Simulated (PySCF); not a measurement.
**Property card for `NCCCOC(F)(F)F`**

Species: C4H8F3NO.
Atom-mapped SMILES: `[NH2:1][CH2:2][CH2:3][CH2:4][O:5][C:6]([F:7])([F:8])[F:9]` (hydrogens: H10, H11 on N1; H12, H13 on C2; H14, H15 on C3; H16, H17 on C4)

Among its groups: ether, amine, CF3 group and C–F bond.

**GFN2-xTB geometry**

```
Point group of the GFN2-xTB geometry                  : C1
Rotational constants A, B, C of the GFN2-xTB geometry : 3.748, 0.693, 0.668 GHz
```

From PBE0/def2-SVPD ground state and vertical TDDFT (core frozen in the response) (PySCF):

```
Dipole moment                                                     : 4.41 D
HOMO energy                                                       : -7.33 eV
LUMO energy                                                       : 0.45 eV
HOMO–LUMO gap                                                     : 7.78 eV
Lowest singlet excitation                                         : 6.36 eV (195 nm, f = 0.010)
Strongest line among the 6 lowest singlet transitions             : S4 at 7.54 eV (164 nm, f = 0.024)
Lowest triplet excitation (Tamm–Dancoff)                          : 6.06 eV
Static isotropic polarisability                                   : 65.9 au
Electronic spatial extent ⟨r²⟩ about the centre of nuclear charge : 1669 bohr²
```

From PBE0/pcSseg-1 ground state and GIAO shieldings, non-relativistic (PySCF):

```
Lowest Hirshfeld atomic charge                              : -0.23 e on N1
Highest Hirshfeld atomic charge                             : +0.31 e on C6
13C chemical shifts (computed TMS as zero) by class         : 131.0 (C6), 71.3 (C4), 43.2 (C2), 34.3 (C3) ppm
1H chemical shifts (computed TMS as zero) by class          : 4.64 (H16/H17), 3.11 (H12/H13), 1.90 (H14/H15), 0.46 (H10/H11) ppm
Isotropic shieldings of nuclei other than C and H, by class : 231 (N1), 226 (O5), 249 (F7/F8/F9) ppm
Mayer bond orders between heavy atoms                       : N1–C2 1.01, C2–C3 1.04, C3–C4 1.03, C4–O5 0.81, O5–C6 1.15, C6–F7 1.06, C6–F8 0.99, C6–F9 0.99
```

Monoisotopic mass from the formula: 143.0558 u.

With B = h/(8π²I), that is 505.379 GHz u Å² over I, the principal moments of inertia are 134.9, 729.7 and 757.1 u Å² (most abundant isotopes). No computed singlet falls in the visible range (750 to 380 nm, 1.65 to 3.26 eV); S1 lies 3.10 eV above its blue end. The vertical singlet–triplet gap S1 − T1 is 0.30 eV (TDDFT singlet less Tamm–Dancoff triplet; S1: HOMO→LUMO, weight 0.95; T1: HOMO→LUMO, weight 0.89). In wavenumbers S1 is 51300 cm⁻¹ (1 eV = 8065.54 cm⁻¹). The largest Löwdin shares of the HOMO are 0.62 on N1, 0.13 on C2, 0.07 on H13 and 0.05 on H11. A dipole of 4.41 D is allowed in C1, and pure rotational transitions are dipole-allowed. In atomic units the dipole is 1.73 e·bohr (1 au = 2.5417 D). The rotational constants make it an asymmetric top with κ = (2B − A − C)/(A − C) = -0.98, nearer the prolate limit (−1).

The structure is a single GFN2-xTB conformer in the gas phase; no vibrational or solvent corrections. NMR classes are plain means over equivalent atoms (diastereotopic ones count apart unless rotation or inversion swaps them), as if these changed places fast; in this geometry the members of some classes differ.

For the TDDFT job (PBE0/def2-SVPD), time: 51 s wall (with the writing of density and orbital grids); peak memory 1.0 GiB. Hardware: Arm Neoverse V2, one thread, shared host with 96 logical CPUs at a one-minute load of 46.
